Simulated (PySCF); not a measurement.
PySCF 2.14 output of a UHF calculation on a single atom or ion in aug-cc-pVDZ, with no relativity, point nucleus:

```
SCF conv_tol = 1e-09
number electrons alpha = 12  beta = 9
cycle= 1 E= -941.975196203826  delta_E= -0.00557  |g|= 0.0216  |ddm|= 0.0539
cycle= 2 E= -941.975325144567  delta_E= -0.000129  |g|= 0.00334  |ddm|= 0.00825
cycle= 3 E= -941.97532835896  delta_E= -3.21e-06  |g|= 5.57e-05  |ddm|= 0.00173
cycle= 4 E= -941.975328360966  delta_E= -2.01e-09  |g|= 9.35e-06  |ddm|= 0.000259
cycle= 5 E= -941.975328361041  delta_E= -7.5e-11  |g|= 1.11e-06  |ddm|= 6.65e-05
converged SCF energy = -941.975328361041  <S^2> = 3.7522594  2S+1 = 4.0011295
```

The run itself started from symmetry-adapted Hartree-Fock orbitals and held the occupation by maximum overlap, so the iterations belong to that start.

**Question.** Which element, charge and spin multiplicity is this?

**Answer.** V(2+) (vanadium, charge +2), multiplicity 4; the state was [Ar] 3d2 4s1, high-spin 4F determinant (an excited configuration).
